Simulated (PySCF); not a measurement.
**Exact mass, isotope pattern and composition**

Species: [Rh(H2O)6]3+, `[OH2]->[Rh+3](<-[OH2])(<-[OH2])(<-[OH2])(<-[OH2])<-[OH2]`.

All values are calculated from tables of isotopes.

Find the molar and monoisotopic masses of [H12O6Rh]3+.

For [H12O6Rh]3+, with standard atomic weights, 1 × 102.906 + 6 × 15.999 + 12 × 1.008 = 210.996 g/mol. From the most abundant isotopes (103Rh, 16O, 1H), 1 × 102.905504 + 6 × 15.994915 + 12 × 1.007825 = 210.9689 u for neutral atoms; the ion's mass is 210.9672 u once 3 electron masses (0.000549 u) are taken off.

Work out the cluster of the ion itself, one line a nominal mass.

```csv
nominal mass,m/z (centroid),relative intensity
211,70.3224,100.0
212,70.6574,0.4
213,70.9905,1.2
```

Lines under 0.1 % of the tallest are left out. Abundances used (%; other tables differ somewhat): 16O 99.757, 17O 0.038, 18O 0.205; 1H 99.9885, 2H 0.0115.

What share of all these ions is the monoisotopic species?

1 × 0.99757^6 × 0.999885^12 = 98.41 %.

Which singly substituted isotopologues are there?

Intensity in % of the monoisotopic species:

| isotope | mass shift (u) | m/z | intensity (%) |
| --- | --- | --- | --- |
| 17O | +1.00422 | 70.6572 | 0.23 |
| 2H | +1.00628 | 70.6578 | 0.14 |
| 18O | +2.00425 | 70.9905 | 1.23 |

Species under 0.02 % are left out.

Count the protons, neutrons and electrons of the monoisotopic species, and give its exact less its nominal mass.

105 protons, 106 neutrons and 102 electrons; 210.9689 − 211 = -0.0311 u, electron masses as for neutral atoms.

What resolving power m/Δm just matches the spacing of the species with one 17O and with one 2H?

They lie 0.00206 u apart at mass 211.97, so m/Δm is about 100000.

What is the composition by mass?

Rh 48.77 %, O 45.50 %, H 5.73 %.
